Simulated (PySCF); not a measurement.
F2S, charge -1, multiplicity 2. Atoms are numbered in the order given.

```xyz
3

F      0.0000    -1.1781    -0.6481
S      0.0000     0.0000     0.7292
F      0.0000     1.1781    -0.6481
```
Charge -1, spin multiplicity 2.

The structure is a stationary point at B3LYP-D3(BJ)/def2-TZVPD. A frequency run showed that this geometry is not a minimum. The multiplicity is an assumed one; other spin states were not compared.

The numbers are results of PBE/def2-TZVPD (PySCF), not measurements.

Gas-phase values at a fixed geometry. A positive occupied level means that this level leaves the electron formally unbound; only the finite basis holds it.

| Quantity | Result |
|---|---|
| total energy | -597.61879 hartree |
| point group | C2v |
| α spin, highest occupied and lowest empty level | 1.49 and 2.89 eV |
| β spin, highest occupied and lowest empty level | 0.56 and 2.73 eV |
| dipole moment about the centre of nuclear charge | 0.15 D |
| mean static polarisability | 51.6 bohr³ (7.65 Å³) |
| polarisability, principal values | 43.2, 51.0, 60.7 bohr³ |
| ⟨S²⟩ | 0.752 (pure state 0.75) |
